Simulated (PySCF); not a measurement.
Several molecules and their computed UV-vis stick spectra, shuffled. Method: TDDFT PBE0/def2-SVPD, vertical, gas phase, core orbitals frozen in the response in PySCF 2.14.0, density-fitted response routines. Geometries: GFN2-xTB; one conformer of each isolated species. Triplets are in the Tamm–Dancoff approximation. Ions are computed without counter-ions or solvent.

A. `C[C@@H](F)Cl`
B. `FC1=CC=CC=[O+]1`
C. `CCP(C)CO`
D. `CO/C(F)=C/SC`
E. `C[C@@H]1C[C@H](F)[S@@]1=O`

Lowest singlet levels (six at most, fewer where fewer were computed) with oscillator strengths:

1. 7.48 eV (f 0.001); 7.83 eV (f 0.002); 8.40 eV (f 0.042); 8.75 eV (f 0.038); 9.15 eV (f 0.034); 9.41 eV (f 0.023); T1 6.74 eV
2. 5.95 eV (f 0.083); 6.40 eV (f 0.027); 6.52 eV (f 0.069); 6.62 eV (f 0.030); 7.06 eV (f 0.172); 7.30 eV (f 0.009); T1 5.03 eV
3. 4.84 eV (f 0.007); 4.99 eV (f 0.002); 5.62 eV (f 0.021); 5.68 eV (f 0.275); 5.81 eV (f 0.078); 6.16 eV (f 0.015); T1 3.77 eV
4. 5.15 eV (f 0.028); 5.39 eV (f 0.004); 6.17 eV (f 0.048); 6.39 eV (f 0.002); 6.45 eV (f 0.012); 6.90 eV (f 0.028); T1 4.28 eV
5. 5.16 eV (f 0.153); 6.38 eV (f 0.000); 6.45 eV (f 0.002); 7.37 eV (f 0.000); 7.57 eV (f 0.511); 8.01 eV (f 0.001); T1 3.42 eV

Task: Match each spectrum to its molecule.

Result: 1 = A, 2 = C, 3 = D, 4 = E, 5 = B.
- A: S1 at 7.48 eV, HOMO→LUMO (93%); Löwdin shares by element: HOMO chlorine 75%, carbon 17%, hydrogen 4% or more; LUMO chlorine 52%, carbon 32%, hydrogen 7% or more; HOMO -8.84 and LUMO 0.38 eV.
- B: S1 at 5.16 eV, HOMO→LUMO (96%); Löwdin shares by element: HOMO carbon 76% or more (atoms not listed hold the other 24%); LUMO carbon 59% or more, oxygen 16% (atoms not listed hold the other 25%); HOMO -13.97 and LUMO -8.20 eV; point group Cs, 2 of its 6 listed states under f = 0.0005.
- C: S1 at 5.95 eV, HOMO→LUMO (97%); Löwdin shares by element: HOMO phosphorus 58%, carbon 29% or more; LUMO oxygen 20%, phosphorus 19%, hydrogen 13% or more, carbon 10% or more (atoms not listed hold the other 37%); HOMO -6.63 and LUMO 0.38 eV.
- D: S1 at 4.84 eV, HOMO→LUMO+1 (70%), HOMO→LUMO (12%); Löwdin shares by element: HOMO sulfur 41%, carbon 33% or more, oxygen 11%; LUMO (one of a set within 0.03 eV) carbon 36% or more, sulfur 15%, fluorine 9% (atoms not listed hold the other 40%); HOMO -5.56 and LUMO 0.55 eV.
- E: S1 at 5.15 eV, HOMO→LUMO (97%); Löwdin shares by element: HOMO oxygen 42%, sulfur 31%, carbon 15% or more; LUMO sulfur 47%, carbon 25% or more, oxygen 12% (atoms not listed hold the other 16%); HOMO -6.86 and LUMO -0.24 eV.
B and E have S1 within 0.01 eV of each other; their strongest listed levels stand at 7.57 eV (f 0.511) and 6.17 eV (f 0.048).
